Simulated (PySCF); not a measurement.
C₅H₆N₂O₂S.
Atom-mapped SMILES: `[CH3:1][S:2](=[O:3])(=[O:4])[c:5]1[cH:6][n:7][cH:8][n:9][cH:10]1` (hydrogens: H11, H12, H13 on C1; H14 on C6; H15 on C8; H16 on C10)

Level: CAM-B3LYP/def2-SVPD in PySCF, non-relativistic, on one gas-phase PBE0-D3(BJ)/def2-SVP geometry that isn't relaxed in the solvent. The solvent is an IEF-PCM continuum (cavity from Bondi-type radii × 1.2), and excitations are vertical TDDFT with non-equilibrium linear response and a frozen core. Only the electrostatic response of the medium enters.

Gas-phase singlets (H = HOMO, L = LUMO):

```csv
state,E (eV),λ (nm),f,leading configurations
S1,4.514,275,0.005,H→L+1 92%
S2,4.529,274,0.000,H→L 91%
S3,5.562,223,0.007,"H-1→L 76%, H-4→L 11%"
S4,5.656,219,0.001,"H-1→L+1 76%, H-4→L+1 14%"
S5,5.885,211,0.012,"H-2→L+1 66%, H-6→L 18%"
```

Give the list for chloroform (ε = 4.711), n² = 2.09.

| state | E (eV) | λ (nm) | f | leading configurations | change by rank (eV) |
| --- | --- | --- | --- | --- | --- |
| S1 | 4.631 | 268 | 0.006 | H→L+1 94% | +0.117 |
| S2 | 4.647 | 267 | 0.000 | H→L 93% | +0.118 |
| S3 | 5.683 | 218 | 0.009 | H-1→L 72%, H-4→L 12% | +0.121 |
| S4 | 5.772 | 215 | 0.003 | H-1→L+1 77%, H-4→L+1 14% | +0.116 |
| S5 | 5.883 | 211 | 0.020 | H-2→L+1 70%, H-5→L 23% | -0.002 |

How does the list change in dimethylsulfoxide (ε = 46.83)?

| state | E (eV) | λ (nm) | f | leading configurations | change by rank (eV) |
| --- | --- | --- | --- | --- | --- |
| S1 | 4.689 | 264 | 0.006 | H→L+1 91% | +0.175 |
| S2 | 4.700 | 264 | 0.000 | H→L 90% | +0.171 |
| S3 | 5.735 | 216 | 0.009 | H-1→L 68%, H-2→L 15% | +0.173 |
| S4 | 5.822 | 213 | 0.007 | H-1→L+1 76%, H-4→L+1 12% | +0.166 |
| S5 | 5.891 | 210 | 0.018 | H-2→L+1 71%, H-5→L 20% | +0.006 |

The ground-state energy changes by -0.572 eV from gas to dimethylsulfoxide. By how much does the total energy of gas-phase S1 change?

E(S1) = E(S0) + excitation energy, so it changes by -0.572 + 0.175 = -0.397 eV: it is lowered less than the ground state, which is what a blue shift means. This is the vertical state, with the slow part of the continuum still set for S0.

How do the frontier levels move from gas to dimethylsulfoxide?

```
orbital  gas (eV)  solvent (eV)  change (eV)
 LUMO+2      0.70          1.03        +0.33
 LUMO+1     -0.90         -0.64        +0.26
   LUMO     -0.99         -0.73        +0.26
   HOMO     -9.56         -9.48        +0.08
 HOMO-1    -10.08        -10.01        +0.07
 HOMO-2    -10.51        -10.24        +0.27
 HOMO-3    -10.70        -10.81        -0.11
```

The HOMO–LUMO gap goes from 8.57 to 8.74 eV. Rows go by rank; for LUMO+2 the atom shares or the degeneracy differ between the runs, so the row needn't follow one orbital.

Shape of the structure used: `[CH3:1][S:2](=[O:3])(=[O:4])[c:5]1[cH:6][n:7][cH:8][n:9][cH:10]1`: C1–S2–C5–C6 91°.
